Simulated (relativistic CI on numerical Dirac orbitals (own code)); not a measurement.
# Sb XXVIII: q coefficients and field-shift factors

Computed by Dirac-Coulomb-Breit CI, KLI orbitals optimised for each configuration, derivatives by finite differences, unscaled Slater integrals, QED left out (own radial code, finite nucleus).

Configuration list (outside the closed core [Ne]): 3s²3p⁶3d⁶, 3s²3p⁵3d⁷, 3s²3p⁴3d⁸, 3s3p⁶3d⁷, 3p⁶3d⁸, 3s3p⁵3d⁸, 3s²3p⁶3d⁵4s, 3s²3p⁶3d⁵4p. Levels of other configurations are missing.

With x = (α/α₀)² − 1 an excitation energy changes as ω = ω₀ + qx; K = 2q/ω₀ is the relative enhancement. Terms are leading LS components, so labels can repeat. The field-shift factor is F = δν/δ⟨r²⟩ for the transition from the lowest level.

Lowest level 3s²3p⁶3d⁶ ⁵D4.

| Level | ω₀ (cm⁻¹) | q (cm⁻¹) | F (GHz/fm²) |
| --- | --- | --- | --- |
| 3s²3p⁶3d⁶ ⁵D2 | 33991 | 2343 | -0.0326 |
| 3s²3p⁶3d⁶ ⁵D3 | 56382 | 74340 | 0.607 |
| 3s²3p⁶3d⁶ ⁵D0 | 69489 | 47520 | 0.419 |
| 3s²3p⁶3d⁶ ⁵D1 | 74970 | 79380 | 0.639 |
| 3s²3p⁶3d⁶ ³H4 | 97706 | 36560 | 0.418 |
| 3s²3p⁶3d⁶ ³G5 | 128105 | 54260 | 0.606 |
| 3s²3p⁶3d⁶ ³H6 | 128439 | 55700 | 0.644 |
| 3s²3p⁶3d⁶ ⁵D2 | 143988 | 102700 | 0.824 |
| 3s²3p⁶3d⁶ ³F3 | 151030 | 69890 | 0.672 |
| 3s²3p⁶3d⁶ ³F2 | 155065 | 88230 | 0.686 |
| 3s²3p⁶3d⁶ ¹S0 | 185028 | 115000 | 1.08 |
| 3s²3p⁶3d⁶ ³H4 | 189422 | 118700 | 1.12 |
| 3s²3p⁶3d⁶ ³D1 | 200725 | 92490 | 0.887 |
| 3s²3p⁶3d⁶ ³D2 | 201220 | 89940 | 0.88 |
| 3s²3p⁶3d⁶ ³G4 | 202008 | 108200 | 1.06 |
| 3s²3p⁶3d⁶ ³H5 | 212347 | 139400 | 1.32 |
| 3s²3p⁶3d⁶ ³D3 | 221177 | 115500 | 1.11 |
| 3s²3p⁶3d⁶ ³P0 | 230217 | 42150 | 0.503 |
| 3s²3p⁶3d⁶ ³G3 | 230983 | 132400 | 1.22 |
| 3s²3p⁶3d⁶ ¹I6 | 236322 | 133900 | 1.38 |
| 3s²3p⁶3d⁶ ¹F3 | 246504 | 81260 | 0.9 |
| 3s²3p⁶3d⁶ ³P1 | 259838 | 189400 | 1.49 |
| 3s²3p⁶3d⁶ ¹D2 | 277294 | 140100 | 1.14 |

At this charge energies of transitions that change n are usually good to better than 1 %, and those within a shell (Δn = 0) to a few per cent. Terms inside the open d or f shell come out 10 to 20 % too wide with unscaled integrals.

**Question.** Which transition from the lowest level has the largest |K|?

**Answer.** 3s²3p⁶3d⁶ ⁵D3 at 56382 cm⁻¹, K = 2.64.
